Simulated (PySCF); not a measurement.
ClCs. Atoms are numbered in the order given.

```xyz
2

Cs     0.0000     0.0000    -0.7017
Cl     0.0000     0.0000     2.2701
```

The structure is a stationary point at B3LYP-D3(BJ)/def2-TZVPD. The def2 effective core potentials stand for the cores of Cs; spin–orbit coupling is left out.

Level of theory: r2SCAN/def2-TZVPD (PySCF).

```json
{
 "total_energy": "-480.43256 hartree",
 "point_group": "C∞v",
 "highest_occupied_level": "-4.94 eV",
 "lowest_empty_level": "-0.91 eV",
 "orbital_gap": "4.03 eV",
 "dipole_moment": "10.59 D",
 "quadrupole, principal values (traceless, Buckingham form, about the centre of nuclear charge)": "-16.90, 8.45, 8.45 D·Å",
 "mean_static_polarisability": "49.5 bohr³ (7.34 Å³)",
 "polarisability_principal_values": "40.7, 40.7, 67.1 bohr³"
}
```
